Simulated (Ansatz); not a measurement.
`CN([SiH2]O)[SiH2]O` and `C[N]([GeH3])[SiH2]O` differ in one atom or group.

Ansatz, PBE0-D4/def2-TZVP geometries, multiplicity 1. Each molecule was computed in one conformer, which needn't be the lowest.

Scalar relativity is left out up to krypton.

```csv
property,`CN([SiH2]O)[SiH2]O`
size of the dipole moment (PBE/def2-TZVPP) / D,1.97
size of the dipole moment (ωB97M-V/def2-TZVPP) / D,2.07
HOMO energy (ωB97M-V/def2-TZVPP) / eV,-9.52
HOMO–LUMO gap (ωB97M-V/def2-TZVPP) / eV,11.23
HOMO–LUMO gap (B3LYP/def2-TZVPP) / eV,6.89
LUMO energy (PBE0/def2-TZVPP) / eV,0.16
```

Give the same properties after the change, and the shifts. (Best estimate.)

Ansatz gave: 
```tsv
property	`C[N]([GeH3])[SiH2]O`	shift
size of the dipole moment (PBE/def2-TZVPP) / D	1.87	-0.10
size of the dipole moment (ωB97M-V/def2-TZVPP) / D	1.92	-0.15
HOMO energy (ωB97M-V/def2-TZVPP) / eV	-9.31	0.21
HOMO–LUMO gap (ωB97M-V/def2-TZVPP) / eV	11.23	0.00
HOMO–LUMO gap (B3LYP/def2-TZVPP) / eV	6.87	-0.02
LUMO energy (PBE0/def2-TZVPP) / eV	0.34	0.18
```

Dipoles are sizes alone; their direction can turn.

B3LYP here is the variant with VWN-RPA as its local correlation; programs differ in this.
